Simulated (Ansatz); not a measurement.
`C[As](C)[SiH3]` → `CC[AsH][SiH3]`  (isomerisation)

Program: Ansatz. Geometries: PBE0-D4/def2-TZVP. ΔE: electronic, gas phase. CCSD(T)/CBS adds triple-zeta CCSD(T) − MP2 to the extrapolated MP2 energy (def2 sets, frozen cores). DFT in def2-TZVPP. B3LYP here is the variant with VWN-RPA as its local correlation; programs differ in this. For As outer-core shells are correlated without core-valence functions, which leaves a few kJ/mol of doubt a bond. Scalar relativity is left out up to krypton. One conformer a species, not always the lowest.

```json
{"level": "PBE-D4", "ΔE (kJ/mol)": "18.2", "difference from CCSD(T)/CBS": "0.7"}
{"level": "BLYP-D4", "ΔE (kJ/mol)": "19.8", "difference from CCSD(T)/CBS": "2.3"}
{"level": "B97M-V", "ΔE (kJ/mol)": "17.1", "difference from CCSD(T)/CBS": "-0.4"}
{"level": "B3LYP-D4", "ΔE (kJ/mol)": "18.4", "difference from CCSD(T)/CBS": "0.9"}
{"level": "r2SCAN0-D4", "ΔE (kJ/mol)": "17.3", "difference from CCSD(T)/CBS": "-0.2"}
{"level": "ωB97M-V", "ΔE (kJ/mol)": "18.5", "difference from CCSD(T)/CBS": "1.0"}
{"level": "r2SCANh", "ΔE (kJ/mol)": "17.6", "difference from CCSD(T)/CBS": "0.1"}
{"level": "BHLYP", "ΔE (kJ/mol)": "14.7", "difference from CCSD(T)/CBS": "-2.8"}
{"level": "LC-ωPBE", "ΔE (kJ/mol)": "15.8", "difference from CCSD(T)/CBS": "-1.7"}
{"level": "CCSD(T)/def2-SVP", "ΔE (kJ/mol)": "2.9", "difference from CCSD(T)/CBS": "-14.6"}
{"level": "HF/def2-TZVPP", "ΔE (kJ/mol)": "13.0", "difference from CCSD(T)/CBS": "-4.5"}
{"level": "CCSD(T)/def2-TZVPP", "ΔE (kJ/mol)": "18.9", "difference from CCSD(T)/CBS": "1.4"}
{"level": "HF/def2-QZVPP", "ΔE (kJ/mol)": "13.0", "difference from CCSD(T)/CBS": "-4.5"}
{"level": "HF/CBS(def2)", "ΔE (kJ/mol)": "13.0", "difference from CCSD(T)/CBS": "-4.5"}
{"level": "MP2/CBS(def2)", "ΔE (kJ/mol)": "20.6", "difference from CCSD(T)/CBS": "3.1"}
{"level": "CCSD/CBS(def2)", "ΔE (kJ/mol)": "16.3", "difference from CCSD(T)/CBS": "-1.2"}
{"level": "CCSD(T)/CBS", "ΔE (kJ/mol)": "17.5", "difference from CCSD(T)/CBS": "0"}
```

Largest T1 diagnostic among the species: 0.011.

At CCSD(T), def2-SVP lies −14.6 kJ/mol from the extrapolated value and def2-TZVPP +1.4 kJ/mol. Leaving LDA and LC-ωPBE aside and taking each functional with its dispersion term where it has one, the values, not all of them listed here, spread over 3.7 kJ/mol, from CAM-B3LYP-D4 to BLYP-D4. LDA lies −5.1 kJ/mol from PBE without D4.
